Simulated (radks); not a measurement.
Excited configurations of neutral argon: one electron is placed in a higher orbital outside [Ne] 3s2 3p5. The ground configuration is [Ar]. All-electron calculation, non-relativistic Kohn-Sham, PBE, spin-unpolarised, spherical densities, point nucleus. Program: a radial shooting solver on a logarithmic mesh with Libxc functionals. Excitation = E - E(ground); binding = E(ion) - E, where the ion is the core of charge +1; n* = 1/sqrt(2 binding) in atomic units, and the quantum defect is n - n*.

| outer orbital | excitation (eV) | binding (eV) | quantum defect | eigenvalue (eV) |
|---|---|---|---|---|
| 3d | 14.161 | 1.913 | 0.333 | -0.614 |
| 4s | 11.957 | 4.117 | 2.182 | -2.227 |
| 4f | 15.166 | 0.907 | 0.128 | -0.437 |
| 5p | 14.655 | 1.419 | 1.903 | -0.829 |
| 5d | 15.239 | 0.835 | 0.964 | -0.497 |
| 5f | 15.450 | 0.624 | 0.329 | -0.366 |
| 6f | 15.624 | 0.449 | 0.498 | -0.285 |
| 7p | 15.487 | 0.587 | 2.187 | -0.386 |
| 7d | 15.658 | 0.416 | 1.278 | -0.276 |

The Delta-SCF ionisation energy is 16.074 eV (NIST Atomic Spectra Database: 15.760 eV, measured). Self-interaction in the functional shifts the binding energies and quantum defects, so they are the method's values and not measured ones. Spin polarisation and multiplet splitting are left out, so open shells lie too high by an amount that depends on their filling.

Beside tabulated values, note that spin-unpolarised runs miss the spin-polarisation part of the exchange energy of open shells.
